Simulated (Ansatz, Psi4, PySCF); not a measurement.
C2H3AlBr2 (SMILES C=[CH][Al]([Br])[Br]), singlet, geometry from GFN2-xTB (such geometries of metal compounds can be far from the true shape), atoms displaced at random by about 0.08 Å a coordinate. Base run: B3LYP/STO-3G, gradient (PySCF).

Here is a job for PySCF.
```python
from pyscf import gto, scf, dft

mol = gto.M(
    atom='''
Al   -0.08672937   -0.30690530   -0.44403734
Br   -0.51344441   -1.33159417    1.50714111
Br    0.45568655    1.92862053   -0.26466839
C    -0.11481924   -1.11070882   -2.28218520
C     0.05156909   -0.58538935   -3.12230284
H    -0.43938417   -2.16449288   -2.28411824
H     0.18361982   -0.87474986   -4.18398927
H     0.46950088    0.61839268   -3.31811655
''',
    basis='sto-3g',
    verbose=4,
)

mf = dft.RKS(mol)
mf.xc = 'b3lyp'
mf.kernel()
g = mf.nuc_grad_method()
grad = g.kernel()
```

Programs used: Ansatz (a first-principles code), Psi4, PySCF; a row that names a program was run with it.

The coordinate followed is x of atom 6.

Each row names what was changed in the base input (with any setting that the change needs).

```tsv
change	dE/dx (Eh/bohr)	net force (Eh/bohr)
base	-0.005112	0.000349
code = ansatz	-0.005112	0.000000
finite difference step (bohr) = 1e-5; conv_tol = 1e-11	-0.005111	-
grids.level = 5; grid_response = on	-0.005112	0.000000
grids.level = 1; grid_response = on	-0.005106	0.000000
finite difference step (bohr) = 0.2; conv_tol = 1e-11	-0.005664	-
conv_tol = 1e-6	-0.005112	0.000349
code = psi4	-0.005110	0.000356
grids.level = 1; grid_response = off	-0.005116	0.001463
finite difference step (bohr) = 0.01; conv_tol = 1e-11	-0.005112	-
finite difference step (bohr) = 1e-4; conv_tol = 1e-11	-0.005110	-
conv_tol = 1e-11	-0.005113	0.000349
```

The net force is zero for an exact gradient.
